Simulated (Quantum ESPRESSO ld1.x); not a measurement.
ld1.x (Quantum ESPRESSO 7.5) input

```
 &input
    zed=61.0,
    iswitch=1,
    rel=1,
    dft='PBESOL',
    config='[Xe] 4f5',
    prefix='ld1',
    max_out_wfc=37,
    file_charge='ld1.rho',
 /
```

It prints:

```
     Program LD1 v.7.5 starts

     --------------------------- All-electron run ----------------------------

     scalar relativistic calculation

     atomic number is 61.00
     dft =PBESOL   lsd =0 sic =0 latt =0  beta=0.20 tr2=1.0E-14
     Exchange-correlation= PBESOL
                           (   1   4  10   8   0   0   0)
     mesh =2091 r(mesh) = 100.39638 a.u. xmin = -8.00 dx = 0.00800
     1 Ry =  13.60569312 eV, c = 137.03599908

     n l     nl                  e(Ry)          e(Ha)          e(eV)
     1 0     1S 1( 2.00)     -3308.7636     -1654.3818    -45018.0224
     2 0     2S 1( 2.00)      -538.7874      -269.3937     -7330.5754
     2 1     2P 1( 6.00)      -481.3055      -240.6528     -6548.4952
     3 0     3S 1( 2.00)      -118.2182       -59.1091     -1608.4403
     3 1     3P 1( 6.00)      -100.1720       -50.0860     -1362.9089
     4 0     4S 1( 2.00)       -24.2536       -12.1268      -329.9868
     4 1     4P 1( 6.00)       -18.3321        -9.1661      -249.4210
     3 2     3D 1(10.00)       -75.4293       -37.7147     -1026.2685
     5 0     5S 1( 2.00)        -4.0485        -2.0243       -55.0830
     5 1     5P 1( 6.00)        -2.6305        -1.3153       -35.7903
     4 2     4D 1(10.00)        -9.9719        -4.9859      -135.6741
     4 3     4F 1( 5.00)        -1.1184        -0.5592       -15.2169

     final scf error:  5.6E-15 reached in  29 iterations

     Etot =  -20032.711467 Ry,  -10016.355734 Ha, -272558.924647 eV

     Ekin =   21366.771550 Ry,   10683.385775 Ha,  290709.736742 eV
     Encl =  -48662.309749 Ry,  -24331.154875 Ha, -662084.453105 eV
     Eh   =    7712.310152 Ry,    3856.155076 Ha,  104931.325199 eV
     Exc  =    -449.483420 Ry,    -224.741710 Ha,   -6115.533483 eV

     normalization and overlap integrals

     s(1S/1S) =  1.000000  <r> =   0.0232  <r2> =    0.0007  r(max) =   0.0148
     s(1S/2S) = -0.020568
     s(1S/3S) = -0.008863
     s(1S/4S) = -0.004237
     s(1S/5S) = -0.001727
     s(2S/2S) =  1.000000  <r> =   0.0990  <r2> =    0.0116  r(max) =   0.0838
     s(2S/3S) = -0.005540
     s(2S/4S) = -0.002537
     s(2S/5S) = -0.001026
     s(2P/2P) =  1.000000  <r> =   0.0871  <r2> =    0.0093  r(max) =   0.0676
     s(2P/3P) = -0.004478
     s(2P/4P) = -0.001938
     s(2P/5P) = -0.000700
     s(3S/3S) =  1.000000  <r> =   0.2606  <r2> =    0.0776  r(max) =   0.2391
     s(3S/4S) = -0.001773
     s(3S/5S) = -0.000695
     s(3P/3P) =  1.000000  <r> =   0.2589  <r2> =    0.0777  r(max) =   0.2334
     s(3P/4P) = -0.001513
     s(3P/5P) = -0.000531
     s(4S/4S) =  1.000000  <r> =   0.5931  <r2> =    0.3970  r(max) =   0.5538
     s(4S/5S) = -0.000467
     s(4P/4P) =  1.000000  <r> =   0.6281  <r2> =    0.4487  r(max) =   0.5764
     s(4P/5P) = -0.000360
     s(3D/3D) =  1.000000  <r> =   0.2363  <r2> =    0.0657  r(max) =   0.1911
     s(3D/4D) = -0.001079
     s(5S/5S) =  1.000000  <r> =   1.4378  <r2> =    2.3243  r(max) =   1.2932
     s(5P/5P) =  1.000000  <r> =   1.6780  <r2> =    3.1900  r(max) =   1.4581
     s(4D/4D) =  1.000000  <r> =   0.6887  <r2> =    0.5507  r(max) =   0.6048
     s(4F/4F) =  1.000000  <r> =   1.0339  <r2> =    1.4468  r(max) =   0.6396

     ------------------------ End of All-electron run ------------------------
```

Run on one thread of a shared host, so times are rough (Intel(R) Xeon(R) Processor @ 2.60GHz): 0.64 s of CPU time, 0.67 s wall, 29 iterations on 2091 mesh points.
